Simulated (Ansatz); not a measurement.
CH2Cl (SMILES [CH2]Cl) moved off its minimum; all values from Ansatz (an electronic-structure program), cores frozen in correlated methods. Open shells are unrestricted.
(charge 0, multiplicity 2)
```xyz
4

C     -1.1101     0.0284     0.0612
Cl     0.6087    -0.0602    -0.0302
H     -1.6709     0.8630    -0.0422
H     -1.6308    -0.9438     0.1225
```

Forces at B3LYP/def2-TZVPP (eV/Å):

| atom | Fx | Fy | Fz |
|---|---|---|---|
| C1 | 1.197 | -3.863 | 0.369 |
| Cl2 | -0.788 | 0.382 | -0.001 |
| H3 | -0.961 | 2.807 | -0.356 |
| H4 | 0.552 | 0.674 | -0.013 |

Question: Give the forces (eV/Å), the total energy and the dipole at CCSD(T)/aug-cc-pV(T+d)Z.

Answer: 
```json
[
 {"atom": "C1", "Fx": "1.225", "Fy": "-3.887", "Fz": "0.395"},
 {"atom": "Cl2", "Fx": "-0.781", "Fy": "0.379", "Fz": "-0.006"},
 {"atom": "H3", "Fx": "-0.991", "Fy": "2.864", "Fz": "-0.371"},
 {"atom": "H4", "Fx": "0.547", "Fy": "0.643", "Fz": "-0.018"}
]
```
Energy -498.9022 hartree, dipole 1.11 D.
